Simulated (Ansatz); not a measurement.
CH7NSSi (`N[SiH2]CS`), relaxed with RKS PBE0-D4/def2-TZVP in Ansatz from a PBE-D4/def2-SVP geometry. The force threshold is 0.005 eV/Å; the program also tests the step.

Charge 0, multiplicity 1.

Start:

```xyz
11

N     0.003    1.398    0.752
Si   -0.891    0.022    0.127
C     0.306   -1.018   -0.914
S     1.852   -1.333    0.023
H    -0.223    1.727    1.695
H     0.177    2.198    0.137
H    -1.367   -0.753    1.321
H    -2.075    0.399   -0.737
H     0.519   -0.538   -1.894
H    -0.158   -2.003   -1.131
H     1.856   -0.099    0.621
```

Question: By how much does the energy fall, and how many steps does the optimiser take? (An estimate is asked.)

Answer: The calculation gave: 6.32 kJ/mol, in 11 steps, 1 of them rejected.

Question: Which bonds change most? (An estimate is asked.)

Answer: Computed: N1–Si2 from 1.756 to 1.722 Å; S4–H11 from 1.371 to 1.346 Å; C3–S4 from 1.835 to 1.810 Å; Si2–C3 from 1.897 to 1.875 Å.

Question: Give the relaxed structure. (Best estimate.)

Answer: The calculation gave: 
```xyz
11

N    -0.066    1.433    0.726
Si   -0.873    0.037    0.123
C     0.304   -1.003   -0.900
S     1.822   -1.373    0.016
H    -0.192    1.702    1.687
H     0.092    2.239    0.142
H    -1.327   -0.735    1.306
H    -2.042    0.371   -0.745
H     0.536   -0.533   -1.860
H    -0.175   -1.962   -1.117
H     1.919   -0.175    0.622
```
